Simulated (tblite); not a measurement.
C₇H₁₂F₂O.
Geometry (GFN2-xTB, Å), atoms numbered from 1 in this order:
```
atom  x, y, z in Å
C1    -1.3842   -1.2065   -0.3581
C2    -0.7990    0.2076   -0.3509
C3    -0.8453    0.7949    1.0615
C4    -1.6144    1.1016   -1.2917
C5     0.6549    0.1892   -0.8681
F6     0.6597   -0.2457   -2.1821
C7     1.6129   -0.7216   -0.0980
C8     3.0391   -0.3357   -0.3197
O9     3.5079    0.6677   -0.7193
F10    3.8654   -1.3555    0.0618
H11   -1.2717   -1.6540   -1.3426
H12   -0.8937   -1.8423    0.3750
H13   -2.4438   -1.1699   -0.1180
H14   -1.8807    0.9436    1.3573
H15   -0.3386    1.7567    1.0983
H16   -0.3867    0.1325    1.7920
H17   -2.6530    1.1343   -0.9733
H18   -1.2218    2.1159   -1.2929
H19   -1.5765    0.7170   -2.3074
H20    1.0558    1.2113   -0.8957
H21    1.4772   -1.7593   -0.4107
H22    1.4262   -0.6625    0.9762
```

Calculated harmonic vibrations of the isolated species, GFN2-xTB (tblite), most abundant isotopes, no scaling. This tight-binding method is rough: wavenumbers can miss measured ones by several per cent, in bad cases by 10 to 20. One conformer, not necessarily the lowest.

Harmonic wavenumbers (cm⁻¹): 37.0, 39.4, 62.9, 135.2, 183.6, 216.1, 226.5, 239.7, 269.0, 300.9, 339.8, 360.2, 384.1, 447.1, 513.3, 528.7, 552.2, 610.5, 805.7, 863.1, 888.5, 944.8, 965.4, 968.9, 972.2, 1019.2, 1026.3, 1037.3, 1050.8, 1085.8, 1140.8, 1196.3, 1247.3, 1251.8, 1272.6, 1302.3, 1332.1, 1391.5, 1409.8, 1411.5, 1433.7, 1488.3, 1490.8, 1492.3, 1507.3, 1508.0, 1512.5, 1881.0, 2911.0, 2979.6, 2993.6, 3027.7, 3034.2, 3036.5, 3038.1, 3043.8, 3043.9, 3048.9, 3051.1, 3055.6.

A = 2335, B = 709.3, C = 681.0 MHz; mass 150.086 u (most abundant isotopes); point group C1, symmetry number 1.

What is the zero-point energy?

½Σν̃ = 39304 cm⁻¹ = 112.38 kcal/mol.

Entropy at 298.15 K, 1 bar (ideal gas, RRHO, classical rotation)?

Translation 40.95, rotation 30.03, vibration 37.02: S = 108.0 cal/(mol K).

And Cp and H(298.15 K) − H(0)?

Cp = 44.21 cal/(mol K), of which vibrations give 36.26 (their classical limit is 60 R = 119.2); H(298.15 K) − H(0) = 8.00 kcal/mol without the zero-point energy, 5.63 from vibrations.

Blend soft modes into free rotors: weight 1/[1 + (100 cm⁻¹/ν̃)⁴] for the oscillator and the rest for a rotor with moment μB/(μ + B), μ = h/(8π²ν), B = 10⁻⁴⁴ kg m². What vibrational entropy results?

33.06 cal/(mol K) in place of 37.02, which changes −T·S at 298.15 K by +1.18 kcal/mol.

How do the functions run with temperature in this model?

| T (K) | S (cal/(mol K)) | Cp (cal/(mol K)) | H − H(0) (kcal/mol) | G − H(0) (kcal/mol) | ln q(vib) |
| --- | --- | --- | --- | --- | --- |
| 50 | 62.0 | 14.5 | 0.56 | -2.54 | 1.02 |
| 100 | 74.1 | 21.3 | 1.45 | -5.96 | 2.64 |
| 373.15 | 118.8 | 52.5 | 11.63 | -32.71 | 11.49 |
| 500 | 136.0 | 65.1 | 19.12 | -48.89 | 15.41 |
| 750 | 166.1 | 83.1 | 37.82 | -86.76 | 22.80 |
| 1000 | 191.8 | 95.0 | 60.18 | -131.57 | 29.64 |

q(vib) and H(0) count from the zero-point level.

Which modes carry the vibrational entropy at 298.15 K?

37.0 cm⁻¹: 5.41; 39.4 cm⁻¹: 5.29; 62.9 cm⁻¹: 4.36; 135.2 cm⁻¹: 2.87; 183.6 cm⁻¹: 2.29; 216.1 cm⁻¹: 1.99 cal/(mol K); the other 54 give 14.80 together.

What must be added to the electronic energy to get the Gibbs energy at 298.15 K and 1 bar?

ZPE + [H(298.15 K) − H(0)] − T·S = 112.38 + 8.00 − 32.20 = 88.18 kcal/mol.

Hindered rotation and anharmonicity are outside this model. Other conformers, if any are populated, would add a mixing term that is left out. The structure is chiral; the term R ln 2 for an equal mix with its mirror image is left out.

On Intel Xeon Platinum 8488C, one thread, no GPU, shared host with 192 logical CPUs at a one-minute load of 5.3, this took 0.97 s of wall time. This covers the Hessian and the dipole derivatives.
